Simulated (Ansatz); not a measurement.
C₃H₈BGaO. Charge 0, multiplicity 1. The bonds changed during the relaxation, so this is another structure than the one it started from.

```xyz
14

C    -1.215    1.451    0.119
C    -0.565    0.369    0.971
B     0.750   -0.259    0.274
Ga    0.598   -1.144   -1.652
C     1.433   -1.391    0.946
O     1.947   -2.299    1.403
H    -2.085    1.885    0.619
H    -0.513    2.263   -0.089
H    -1.550    1.058   -0.845
H    -0.286    0.797    1.940
H    -1.300   -0.412    1.191
H    -0.555   -0.666   -2.613
H     1.687   -2.142   -2.204
H     1.654    0.492   -0.060
```

**Question.** List the harmonic frequencies (cm⁻¹, unscaled) at PBE0-D4/def2-TZVP in Ansatz. (An estimate is asked.)

**Answer.** Computed: 53, 95, 117, 131, 151, 253, 306, 355, 420, 463, 564, 599, 687, 746, 787, 848, 879, 1009, 1042, 1055, 1122, 1279, 1295, 1403, 1471, 1492, 1496, 1932, 1942, 2164, 2439, 3038, 3042, 3072, 3111, 3117.

**Question.** Is this a minimum?

**Answer.** Yes, all 36 modes are real.

**Question.** Give the ideal-gas thermochemistry at 298.15 K and 1 bar (rigid rotor, harmonic oscillator; point group C1, symmetry number 1).

**Answer.** Zero-point energy 263.0 kJ/mol; H(298) − E = 289.5 kJ/mol; entropy 397.0 J/(mol·K), of which translation 170.5, rotation 120.3, vibration 106.1; G(298) − E = 171.2 kJ/mol. Modes under 100 cm⁻¹ are hindered rotations or soft bends, so the harmonic entropy is rough.

**Question.** Rotational constants (cm⁻¹)?

**Answer.** 0.06994, 0.06278, 0.03437.
